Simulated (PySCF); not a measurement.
PySCF 2.14 output of an unrestricted TPSS calculation on a single atom or ion in x2c-TZVPall (8s6p6d1f, 63 functions), with the spin-free X2C one-electron Hamiltonian (Gaussian nucleus):

```
SCF conv_tol = 1e-09
number electrons alpha = 24  beta = 20
    J. Tao, J. P. Perdew, V. N. Staroverov, and G. E. Scuseria.,  Phys. Rev. Lett. 91, 146401 (2003)
    J. P. Perdew, J. Tao, V. N. Staroverov, and G. E. Scuseria.,  J. Chem. Phys. 120, 6898 (2004)
    J. Tao, J. P. Perdew, V. N. Staroverov, and G. E. Scuseria.,  Phys. Rev. Lett. 91, 146401 (2003)
    J. P. Perdew, J. Tao, V. N. Staroverov, and G. E. Scuseria.,  J. Chem. Phys. 120, 6898 (2004)
cycle= 1 E= -4530.14553690271  delta_E= -0.0156  |g|= 0.0937  |ddm|= 0.401
cycle= 2 E= -4530.14343779141  delta_E= 0.0021  |g|= 0.121  |ddm|= 0.161
cycle= 3 E= -4530.14670537955  delta_E= -0.00327  |g|= 0.0198  |ddm|= 0.0952
cycle= 4 E= -4530.14682201149  delta_E= -0.000117  |g|= 0.000871  |ddm|= 0.0155
cycle= 5 E= -4530.14682234133  delta_E= -3.3e-07  |g|= 0.000267  |ddm|= 0.00127
cycle= 6 E= -4530.14682237021  delta_E= -2.89e-08  |g|= 9.62e-06  |ddm|= 0.000364
cycle= 7 E= -4530.14682237024  delta_E= -3e-11  |g|= 1.23e-07  |ddm|= 9.38e-06
converged SCF energy = -4530.14682237024  <S^2> = 6.0008659  2S+1 = 5.0003464
```

The run itself started from symmetry-adapted Hartree-Fock orbitals and held the occupation by maximum overlap, on a logarithmic radial grid, so the iterations belong to that start.

Which element, charge and spin multiplicity is this?

Ru (ruthenium, neutral), multiplicity 5; the state was [Kr] 4d7 5s1, high-spin 5F determinant.
